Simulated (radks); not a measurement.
Isoelectronic series with 1 electrons, each ion in its NIST ground configuration. Method: scalar-relativistic Kohn-Sham, SCAN, spin-polarised, spherical densities, finite nucleus; open shells are filled with parallel spins first (spin-orbit coupling, left out, can overturn this in heavy ions); meta-GGA in the generalised Kohn-Sham scheme; Fermi nuclear charge, rms radius of each element as measured or else 0.836 A^(1/3) + 0.57 fm; computed with a radial shooting solver on a logarithmic mesh with Libxc functionals. Total energies (hartree) and mean radii <r> (bohr):

\begin{tabular}{lrrr}
ion & configuration & E (hartree) & 1s up \\ \hline
Sc20+ & 1s1 & -221.81654 & 0.07090 \\
Fe25+ & 1s1 & -341.10976 & 0.05702 \\
Kr35+ & 1s1 & -659.61058 & 0.04070 \\
Nb40+ & 1s1 & -860.23688 & 0.03548 \\
Pd45+ & 1s1 & -1089.65077 & 0.03135 \\
Sb50+ & 1s1 & -1348.98500 & 0.02801 \\
\end{tabular}
